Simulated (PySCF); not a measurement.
Point-charge models of `[H]/N=C\c1ccc(N)s1` against its computed dipole.

Coordinates (PBE0-D3(BJ)/def2-SVP, Å) and charges (e) from the PBE0/pcSseg-1 density (PySCF):

```tsv
atom	x	y	z	Mulliken	IAO	Hirshfeld	ESP-fitted
N1	-3.183	0.162	-1.205	-0.3590	-0.4528	-0.2554	-0.7868
C2	-2.492	-0.016	-0.149	+0.1639	+0.0331	+0.0229	+0.4345
C3	-1.054	0.005	0.031	-0.4261	-0.2095	-0.0589	-0.1894
C4	-0.343	-0.191	1.192	+0.0056	-0.1459	-0.0584	-0.2372
C5	1.060	-0.115	1.032	-0.0455	-0.2574	-0.1106	-0.2883
C6	1.426	0.144	-0.276	-0.0815	+0.0050	+0.0385	+0.2725
N7	2.684	0.335	-0.783	-0.4022	-0.4903	-0.1861	-0.7223
S8	0.037	0.298	-1.303	+0.2907	+0.2705	+0.0834	-0.0483
H9	-2.571	0.343	-2.011	+0.1582	+0.2266	+0.0850	+0.3998
H10	-3.042	-0.219	0.788	+0.1064	+0.1436	+0.0489	+0.0464
H11	-0.837	-0.391	2.146	+0.0915	+0.1635	+0.0608	+0.2011
H12	1.784	-0.244	1.837	+0.0991	+0.1545	+0.0496	+0.1949
H13	2.815	0.188	-1.775	+0.2017	+0.2786	+0.1371	+0.3769
H14	3.446	-0.014	-0.216	+0.1972	+0.2806	+0.1430	+0.3462
```

Task: What dipole does each set of charges give (1 e·Å = 4.803 D), and what does the density give?

Result: The full density gives (5.33, -0.87, 0.68) D, 5.44 D in size; dipole vectors point from the negative to the positive end.

| scheme | μx | μy | μz | size (D) | share of the full size (%) | angle to the full dipole (°) |
| --- | --- | --- | --- | --- | --- | --- |
| Mulliken | 2.72 | -0.54 | 0.27 | 2.78 | 51 | 2 |
| IAO | 4.46 | -0.51 | -0.66 | 4.54 | 83 | 16 |
| Hirshfeld | 3.98 | -0.21 | -0.19 | 3.99 | 73 | 12 |
| ESP-fitted | 5.33 | -0.99 | 0.62 | 5.46 | 100 | 1 |

Task: Which set comes closest?

Result: Length of the difference vector: ESP-fitted 0.13 D, IAO 1.64 D, Hirshfeld 1.74 D, Mulliken 2.67 D. Closest: ESP-fitted. ESP charges are fitted to the potential around the molecule, whose slowest-falling term is the dipole's. 

Task: What is left for the Hirshfeld atoms' own dipoles?

Result: The shares of the density sum to the whole, so what Σ q r misses lies in dipoles about the nuclei. The atomic dipoles sum to (5.33, -0.87, 0.68) − (3.98, -0.21, -0.19) = (1.35, -0.66, 0.87) D, 1.74 D in size.

Task: With the origin at the mean of the coordinates, (-0.019, 0.020, -0.049) Å, which are the largest single terms, by size, of the ESP-fitted dipole along the direction of the full one?

Result: N1 +12.34, N7 -8.69, H14 +5.62, H9 -5.37, C2 -5.07 D; all 14 atoms together +5.45 D. The single terms depend on the origin, their sum doesn't.

Task: Give the size of the full dipole in other units.

Result: 5.44 D = 2.142 au = 1.134 e·Å = 18.16 × 10⁻³⁰ C·m.

Geometry: PBE0-D3(BJ)/def2-SVP, one conformer, isolated molecule.

Conformer computed: `[H]/[N:1]=[CH:2]\[c:3]1[cH:4][cH:5][c:6]([NH2:7])[s:8]1`: N1–C2–C3–C4 180°, H–N7–C6–C5 159°, H–N7–C6–C5 20°.
